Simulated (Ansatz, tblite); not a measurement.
Forces on the cluster Cu₃⁻ at its r2SCAN-D4/def2-TZVPD geometry. Charge -1, multiplicity 1.

The xTB rows come from tblite. The structure comes from a short search, and lower isomers may exist.

GFN1-xTB (tblite), largest force 0.65 eV/Å:

```xyz
3
positions Å, forces eV/Å
Cu   -0.233   -2.224    0.598    0.065    0.623   -0.167
Cu    0.233    2.224   -0.598   -0.065   -0.623    0.167
Cu    0.000    0.000    0.000    0.000    0.000    0.000
```

GFN2-xTB (tblite), largest force 0.31 eV/Å:

```
Cu -0.031 -0.300 0.081
Cu 0.031 0.300 -0.081
Cu 0.000 0.000 0.000
```

B97M-V/def2-TZVPD (Ansatz), largest force 0.29 eV/Å:

```
Cu -0.029 -0.275 0.074
Cu 0.029 0.275 -0.074
Cu 0.000 0.000 0.000
```
